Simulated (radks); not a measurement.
Results of a calculation; reference values are marked as such.
Orbital eigenvalues (eV) of the bismuth ion Bi+, [Hg] 6p2, at several levels of relativity; Dirac values are averaged over j with weights 2j + 1. Spin-unpolarised spherical Kohn-Sham, PBE, point nucleus unless stated (finite: rms radius 5.5211 fm), a radial shooting solver on a logarithmic mesh with Libxc functionals. A level marked "c x" has the speed of light scaled by that factor and shares open shells by 2j + 1; other Dirac levels either fill j = l - 1/2 first or share by 2j + 1.

shell	non-rel.	scalar-rel.	Dirac, low j first	Dirac, c x 1.25	change of magnitude, last against first (%)
3s	-3291.6	-3941.4	-3928.8	-3664.3	+11.32
3p	-3053.0	-3267.4	-3293.9	-3197.9	+4.75
3d	-2607.5	-2591.7	-2583.2	-2594.5	-0.50
4s	-745.86	-910.96	-907.14	-840.12	+12.64
4p	-640.52	-690.22	-696.42	-674.37	+5.29
4d	-445.83	-438.22	-435.85	-440.57	-1.18
4f	-181.34	-160.75	-159.04	-168.01	-7.35
5s	-133.50	-165.93	-164.33	-151.83	+13.74
5p	-97.580	-104.00	-104.49	-102.21	+4.74
5d	-38.877	-35.191	-34.078	-36.527	-6.04
6s	-18.628	-22.110	-21.329	-20.545	+10.29
6p	-11.477	-11.439	-11.054	-11.520	+0.38
